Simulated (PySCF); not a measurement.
# Which basis set comes closest?

Molecule: SMILES C[Si](Cl)(Cl)Cl, CH3Cl3Si.

Molfile (atoms numbered from 1):
```
CH3Cl3Si
     RDKit          3D

  8  7  0  0  0  0  0  0  0  0999 V2000
   -0.9978   -0.3168    0.0912 C   0  0  0  0  0  0  0  0  0  0  0  0
    0.7534    0.2430   -0.0798 Si  0  0  0  0  0  4  0  0  0  0  0  0
    1.6709   -0.7253   -1.6387 Cl  0  0  0  0  0  0  0  0  0  0  0  0
    0.8481    2.2629   -0.4367 Cl  0  0  0  0  0  0  0  0  0  0  0  0
    1.8084   -0.1503    1.6358 Cl  0  0  0  0  0  0  0  0  0  0  0  0
   -1.0352   -1.4127    0.1814 H   0  0  0  0  0  0  0  0  0  0  0  0
   -1.4500    0.1302    0.9889 H   0  0  0  0  0  0  0  0  0  0  0  0
   -1.5798   -0.0122   -0.7912 H   0  0  0  0  0  0  0  0  0  0  0  0
  1  2  1  0
  2  3  1  0
  2  4  1  0
  2  5  1  0
  1  6  1  0
  1  7  1  0
  1  8  1  0
M  END
```

Geometry PBE0-D3(BJ)/def2-SVP throughout; GIAO in PySCF 2.14, gas phase, one conformer, non-relativistic; equivalent atoms averaged; functional PBE0.

Reference values (measured; solution; U. Herzog, Habilitationsschrift, TU Bergakademie Freiberg, 2002/2003): δ(Si2) = 12.7 ppm vs TMS. Computed shifts are taken against TMS, calculated as an isolated molecule at each level.

**Question.** How do the basis sets STO-3G, 6-31G, pcSseg-0, 6-31G*, def2-SVP, cc-pVDZ, pcSseg-1, aug-cc-pVDZ, 6-311+G(2d,p), def2-TZVP, cc-pVTZ, IGLO-III, pcSseg-2 perform against the reference? Times are CPU seconds on shared hosts with different chips, so compare them loosely.

**Answer.** 
```
    basis set  functions    Si2  abs. error Si  core-s
       STO-3G         44   39.3           26.6     2.4
        6-31G         67  101.1           88.4       5
     pcSseg-0         67  111.5           98.8     9.2
       6-31G*         92   58.8           46.1     6.4
     def2-SVP        101   46.0           33.3     6.2
      cc-pVDZ        101   40.6           27.9      16
     pcSseg-1        128   42.8           30.1      11
  aug-cc-pVDZ        158   28.3           15.6      29
6-311+G(2d,p)        185   35.4           22.7      15
    def2-TZVP        197   30.5           17.8      17
      cc-pVTZ        208   32.1           19.4      44
     IGLO-III        241   28.8           16.1      54
     pcSseg-2        250   33.0           20.3      24
```

For 29Si the closest is aug-cc-pVDZ (15.6 ppm) and the furthest pcSseg-0 (98.8 ppm). Where a smaller basis beats a larger one, errors probably cancel; the largest sets show where the functional converges. One molecule is a small sample, and vibrational and solvent effects are absent from the calculation.

A small basis that lands close on one nucleus may do so by chance; judge by the trend and by all nuclei.
